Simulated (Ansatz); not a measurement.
The cluster Au2O2⁻. Total charge -1; doublet. Geometry PBE-D4/def2-TZVPD; atoms count from 1.

```xyz
4

Au   -0.797    0.194   -0.048
Au    2.441   -0.491    0.307
O     0.748   -0.685   -0.748
O    -2.392    0.983    0.488
```

In the def2 sets Au takes a core potential; there is no spin–orbit coupling. Another isomer (doublet) lies 0.56 eV lower at PBE0-D4/def2-TZVPD; other spin states weren't run for this one.

Estimate the Mulliken populations from the PBE0/def2-TZVPD orbitals of Ansatz.


```csv
atom,charge (e),spin (α − β),d electrons
Au1,0.03,0.20,9.15
Au2,0.00,-0.24,9.67
O3,-0.53,0.18,–
O4,-0.51,0.86,–
```
Mulliken values depend strongly on the basis. With diffuse functions, as here, like atoms can get unlike values, and bond orders can come out too low or too high.

Where does the spin sit?

Summed by element: Au -0.05, O 1.05, of 1 unpaired in all. Largest on single atoms: O4 0.86, Au2 -0.24, Au1 0.20.

And the Mayer bond orders between heavy atoms (over 0.3)?

Au1–O3 0.55 (1.91 Å); Au1–O4 0.91 (1.86 Å); Au2–O3 0.70 (2.00 Å).
